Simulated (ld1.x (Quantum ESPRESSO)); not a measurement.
Ranking TM potentials for aluminium

All share these settings but for the change named:

Al, norm-conserving Troullier–Martins (Kleinman–Bylander form), made with ld1.x (Quantum ESPRESSO) 7.5 (PBEsol, scalar-relativistic). Core [Ne], reference 3s2 3p0.5 (charge +0.5). Waves: 3s (bound): rc 2.10 bohr; 3p (bound): rc 2.00 bohr; 3d channel at 0.1 Ry: rc 1.75 bohr. Local part: the d channel. Core correction: Bessel-smoothed model core inside 1.20 bohr.

Test errors are all-electron minus pseudo excitation energies from the reference, over 3s2 3p1; 3s2 3p0; 3s1 3p0; 3s1 3p2; 3s0 3p3; 3s1 3p1; 3s2 3p1.3. None of these files shows a bound ghost.

The base gives 19.9 meV.

Of 9 variants that were run, those that failed, showed a ghost or another fault, or gave nearly equal values are left out.

A variant can come out equal or close to the base, since the largest error may sit in a test that the change hardly touches while other tests move.

**Question.** Rank these variants by their largest absolute test error, smallest first.
A. local potential all-electron potential smoothed inside 1.65 bohr (lloc = -1)
B. all radii but the core radius scaled by about 1.23 (s 2.58, p 2.46, d 2.16 bohr)
C. functional PBE

**Answer.** A (13.2 meV), C (20.2 meV), B (62.6 meV).
